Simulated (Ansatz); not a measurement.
Process, species as SMILES: C[Si](C)(P)P + 3 [SiH4] (SiH4) → 2 C[SiH3] + 2 [SiH3]P
Geometries: B3LYP-D3(BJ)/def2-TZVP minima from Ansatz (a quantum-chemistry and plane-wave program), one conformer each, not searched for the lowest.

Wanted: bond separation energy (electronic energy difference), in kJ/mol. Correlated levels leave the core frozen unless marked. No spin-orbit coupling. Non-relativistic. CBS(X,Y): correlation extrapolated as X^-3; Hartree-Fock from the larger set. The bracket is a focal-point correction in the basis named.

| level | program | bond separation energy (kJ/mol) | minus last row |
|---|---|---|---|
| HF/6-31G | Ansatz | 11.5 | -4.0 |
| r2SCAN/def2-TZVPD | Ansatz | 10.3 | -5.2 |
| B3LYP-D4/def2-TZVPD | Ansatz + dftd4 | 17.8 | 2.3 |
| PBE0/6-31G* | Ansatz | 7.5 | -8.0 |
| r2SCAN0/def2-TZVPD | Ansatz | 8.9 | -6.6 |
| CAM-B3LYP-D4/def2-TZVPD | Ansatz + dftd4 | 14.9 | -0.6 |
| LC-wPBE-D4/def2-TZVPD | Ansatz + dftd4 | 17.8 | 2.3 |
| wB97X-V/def2-TZVPD | Ansatz | 12.9 | -2.6 |
| RPA@PBE/cc-pV(T+d)Z | Ansatz | 14.2 | -1.3 |
| RPA@PBE/cc-pV(Q+d)Z | Ansatz | 13.2 | -2.3 |
| SCS-MP2/aug-cc-pV(D+d)Z | Ansatz | 27.6 | 12.1 |
| SCS-MP2/cc-pV(D+d)Z | Ansatz | 15.7 | 0.2 |
| CCSD/cc-pV(T+d)Z | Ansatz | 11.5 | -4.0 |
| CCSD(T)/STO-3G | Ansatz | 6.7 | -8.8 |
| RI-MP2/CBS(cc-pV(T+d)Z,cc-pV(Q+d)Z)+[CCSD(T)-MP2]/cc-pV(T+d)Z | Ansatz | 15.5 | 0.0 |
